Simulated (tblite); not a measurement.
Record of a relaxation.

Compound: CH₄F₂GeSe.
Bonds: F1–C2, C2–F3, C2–Ge4, Ge4–Se5. Hydrogens: H6 on C2; H7, H8 on Ge4; H9 on Se5.

Computed with GFN2-xTB (tblite), gas phase: L-BFGS steps from a force-field or distance-geometry start until the largest atomic force falls under 0.01 eV/Å. 14 of its 63 geometries are shown.

Step 0: E = -510.3112 eV, largest atomic force 1.720 eV/Å
```
atom  x, y, z in Å  |  force x, y, z in eV/Å
F1     -0.716    1.462    0.885   -0.574  -0.549  -0.517
C2     -1.139    0.330    0.212   -0.561   0.111   0.604
F3     -1.727    0.675   -0.967    0.022   0.180   0.611
Ge4     0.407   -0.795   -0.149    1.464  -0.837  -0.340
Se5     1.940    0.371   -1.480   -0.035   0.550   0.842
H6     -1.863   -0.231    0.850    0.035   0.769  -0.323
H7      1.088   -1.188    1.194   -0.340   0.090  -0.379
H8     -0.048   -2.080   -0.875    0.086   0.380   0.238
H9      2.072    1.462   -0.413   -0.096  -0.694  -0.736
```

Step 5: E = -510.4928 eV, largest atomic force 0.239 eV/Å
```
atom  x, y, z in Å  |  force x, y, z in eV/Å
F1     -0.752    1.448    0.864    0.011  -0.093  -0.014
C2     -1.134    0.304    0.226   -0.185   0.085   0.125
F3     -1.733    0.691   -0.929    0.018  -0.046   0.019
Ge4     0.478   -0.825   -0.166    0.008   0.073  -0.017
Se5     1.953    0.394   -1.450    0.132  -0.062  -0.120
H6     -1.894   -0.183    0.849   -0.029   0.082  -0.007
H7      1.068   -1.191    1.175   -0.010  -0.070   0.026
H8     -0.034   -2.058   -0.863    0.091   0.004  -0.023
H9      2.062    1.426   -0.450   -0.037   0.028   0.012
```

Step 10: E = -510.5029 eV, largest atomic force 0.103 eV/Å
```
atom  x, y, z in Å  |  force x, y, z in eV/Å
F1     -0.752    1.443    0.871   -0.026   0.027   0.008
C2     -1.154    0.306    0.240    0.054  -0.026  -0.027
F3     -1.738    0.685   -0.924   -0.020   0.020   0.026
Ge4     0.483   -0.809   -0.169   -0.041  -0.009   0.026
Se5     1.988    0.384   -1.462   -0.027  -0.074   0.066
H6     -1.925   -0.163    0.862    0.006   0.008   0.005
H7      1.062   -1.210    1.174   -0.002   0.000  -0.026
H8     -0.002   -2.053   -0.869    0.049   0.008  -0.040
H9      2.052    1.423   -0.464    0.008   0.046  -0.037
```

Step 14: E = -510.5067 eV, largest atomic force 0.074 eV/Å
```
atom  x, y, z in Å  |  force x, y, z in eV/Å
F1     -0.757    1.448    0.877   -0.023  -0.036  -0.055
C2     -1.158    0.309    0.244   -0.055   0.024   0.043
F3     -1.746    0.687   -0.919    0.011   0.032   0.033
Ge4     0.473   -0.808   -0.162    0.028  -0.032  -0.012
Se5     1.997    0.357   -1.442    0.030  -0.020  -0.028
H6     -1.932   -0.154    0.868    0.042  -0.004  -0.012
H7      1.059   -1.220    1.167   -0.008  -0.013   0.065
H8      0.029   -2.048   -0.888   -0.024  -0.009  -0.031
H9      2.049    1.435   -0.488   -0.001   0.057  -0.002
```

Step 19: E = -510.5086 eV, largest atomic force 0.054 eV/Å
```
atom  x, y, z in Å  |  force x, y, z in eV/Å
F1     -0.761    1.449    0.874    0.023   0.001   0.034
C2     -1.163    0.311    0.247    0.044  -0.016  -0.026
F3     -1.751    0.696   -0.912   -0.016  -0.028  -0.007
Ge4     0.474   -0.814   -0.159   -0.003   0.022   0.009
Se5     2.011    0.346   -1.435    0.013   0.011   0.021
H6     -1.931   -0.156    0.874    0.007  -0.002  -0.007
H7      1.052   -1.228    1.180   -0.040  -0.008  -0.010
H8      0.036   -2.049   -0.905   -0.014   0.018   0.016
H9      2.046    1.451   -0.507   -0.013   0.003  -0.029
```

Step 24: E = -510.5110 eV, largest atomic force 0.068 eV/Å
```
atom  x, y, z in Å  |  force x, y, z in eV/Å
F1     -0.753    1.446    0.882   -0.008  -0.022  -0.052
C2     -1.156    0.310    0.245   -0.046   0.016   0.047
F3     -1.764    0.693   -0.903    0.060   0.017   0.006
Ge4     0.477   -0.813   -0.153    0.012   0.000  -0.032
Se5     2.045    0.329   -1.412    0.007  -0.034  -0.008
H6     -1.919   -0.161    0.877    0.029  -0.022   0.010
H7      1.014   -1.250    1.197   -0.016  -0.002  -0.022
H8      0.039   -2.035   -0.921   -0.006   0.023   0.030
H9      2.032    1.486   -0.556   -0.032   0.024   0.021
```

Step 29: E = -510.5121 eV, largest atomic force 0.036 eV/Å
```
atom  x, y, z in Å  |  force x, y, z in eV/Å
F1     -0.750    1.445    0.879   -0.009   0.010   0.016
C2     -1.153    0.308    0.247    0.018   0.009  -0.006
F3     -1.756    0.694   -0.903   -0.003  -0.008   0.001
Ge4     0.480   -0.810   -0.155   -0.006  -0.004   0.002
Se5     2.055    0.324   -1.406    0.012   0.015   0.016
H6     -1.911   -0.169    0.880    0.008   0.019  -0.013
H7      1.000   -1.255    1.196    0.018  -0.008   0.001
H8      0.032   -2.029   -0.918   -0.007  -0.016  -0.009
H9      2.019    1.496   -0.564   -0.030  -0.017  -0.009
```

Step 33: E = -510.5129 eV, largest atomic force 0.053 eV/Å
```
atom  x, y, z in Å  |  force x, y, z in eV/Å
F1     -0.751    1.452    0.884    0.010  -0.009  -0.004
C2     -1.146    0.313    0.251   -0.014   0.019   0.007
F3     -1.754    0.696   -0.897   -0.004  -0.001  -0.006
Ge4     0.481   -0.812   -0.153    0.027  -0.023  -0.007
Se5     2.090    0.309   -1.378   -0.003  -0.030  -0.012
H6     -1.899   -0.170    0.885    0.003   0.018  -0.019
H7      0.978   -1.276    1.200    0.026  -0.010   0.006
H8      0.033   -2.023   -0.931   -0.013   0.008   0.006
H9      1.982    1.517   -0.604   -0.033   0.028   0.030
```

Step 38: E = -510.5143 eV, largest atomic force 0.046 eV/Å
```
atom  x, y, z in Å  |  force x, y, z in eV/Å
F1     -0.749    1.460    0.883    0.031  -0.019  -0.023
C2     -1.135    0.319    0.249    0.000  -0.018  -0.007
F3     -1.740    0.697   -0.903    0.009   0.005   0.003
Ge4     0.487   -0.819   -0.156   -0.019   0.004   0.024
Se5     2.100    0.308   -1.367   -0.017   0.035   0.024
H6     -1.889   -0.166    0.879   -0.013   0.010  -0.001
H7      0.992   -1.286    1.194    0.008  -0.014   0.005
H8      0.013   -2.026   -0.925    0.004   0.012  -0.001
H9      1.934    1.518   -0.598   -0.004  -0.015  -0.023
```

Step 43: E = -510.5160 eV, largest atomic force 0.038 eV/Å
```
atom  x, y, z in Å  |  force x, y, z in eV/Å
F1     -0.722    1.460    0.874    0.008   0.016   0.016
C2     -1.123    0.320    0.248    0.009   0.004   0.012
F3     -1.726    0.702   -0.904    0.026  -0.017  -0.015
Ge4     0.491   -0.828   -0.142    0.017  -0.016  -0.026
Se5     2.129    0.301   -1.319   -0.031   0.019   0.012
H6     -1.882   -0.155    0.880   -0.013   0.017   0.016
H7      0.989   -1.327    1.200   -0.026  -0.001   0.003
H8      0.004   -2.012   -0.936    0.008  -0.030  -0.009
H9      1.855    1.544   -0.643    0.001   0.010  -0.008
```

Step 48: E = -510.5179 eV, largest atomic force 0.033 eV/Å
```
atom  x, y, z in Å  |  force x, y, z in eV/Å
F1     -0.687    1.468    0.870   -0.002  -0.003  -0.001
C2     -1.099    0.326    0.255    0.005   0.002   0.009
F3     -1.692    0.703   -0.905    0.025  -0.010  -0.001
Ge4     0.499   -0.846   -0.131   -0.011  -0.017   0.013
Se5     2.180    0.304   -1.223   -0.003  -0.001  -0.027
H6     -1.868   -0.133    0.888    0.009   0.022   0.002
H7      0.959   -1.394    1.205   -0.024  -0.004   0.001
H8     -0.003   -2.002   -0.961    0.013  -0.016  -0.010
H9      1.726    1.581   -0.741   -0.012   0.028   0.013
```

Step 52: E = -510.5177 eV, largest atomic force 0.183 eV/Å
```
atom  x, y, z in Å  |  force x, y, z in eV/Å
F1     -0.641    1.472    0.860   -0.004   0.003  -0.004
C2     -1.074    0.328    0.263   -0.002   0.009  -0.003
F3     -1.642    0.698   -0.913   -0.007   0.005   0.004
Ge4     0.503   -0.872   -0.117    0.021   0.018  -0.018
Se5     2.201    0.327   -1.141   -0.110   0.135   0.043
H6     -1.863   -0.095    0.895    0.019  -0.005  -0.009
H7      0.938   -1.459    1.209   -0.005  -0.015   0.016
H8     -0.006   -2.002   -0.982    0.019   0.017   0.005
H9      1.600    1.609   -0.818    0.070  -0.166  -0.034
```

Step 57: E = -510.5193 eV, largest atomic force 0.025 eV/Å
```
atom  x, y, z in Å  |  force x, y, z in eV/Å
F1     -0.656    1.470    0.862    0.002   0.008  -0.002
C2     -1.083    0.328    0.260    0.006   0.003  -0.004
F3     -1.657    0.699   -0.912   -0.003   0.004   0.000
Ge4     0.501   -0.864   -0.121    0.002  -0.002   0.011
Se5     2.184    0.322   -1.177    0.003  -0.017  -0.018
H6     -1.866   -0.105    0.892    0.005  -0.004   0.001
H7      0.946   -1.436    1.209   -0.011  -0.005   0.003
H8     -0.002   -2.004   -0.973    0.012   0.002  -0.003
H9      1.645    1.597   -0.783   -0.015   0.012   0.012
```

Step 62: E = -510.5196 eV, largest atomic force 0.007 eV/Å
```
atom  x, y, z in Å  |  force x, y, z in eV/Å
F1     -0.656    1.472    0.859    0.005  -0.001  -0.002
C2     -1.081    0.329    0.258   -0.001   0.000   0.002
F3     -1.655    0.699   -0.914   -0.002  -0.001   0.003
Ge4     0.502   -0.864   -0.120   -0.001   0.000  -0.007
Se5     2.168    0.323   -1.199    0.000   0.001   0.003
H6     -1.864   -0.105    0.891    0.000   0.002   0.000
H7      0.946   -1.434    1.212   -0.001   0.004   0.000
H8      0.004   -2.006   -0.970    0.001  -0.005   0.000
H9      1.650    1.593   -0.760    0.000   0.002   0.003
```

Task: Summarise the path.

Result: The energy falls by 4.81 kcal/mol from step 0 to step 62; nine tenths of that is first reached at step 8. It rises by more than 0.2 meV at steps 46, 49 and 52. The largest force goes from 1.720 to 0.007 eV/Å. Among the bonds Se5–H9 changes most, from 1.531 to 1.440 Å; the atoms move by 0.258 Å rms after alignment.

What follows is the cost of the whole relaxation. Time: 0.46 s wall. Hardware: one thread of an Arm Neoverse N1, shared host.
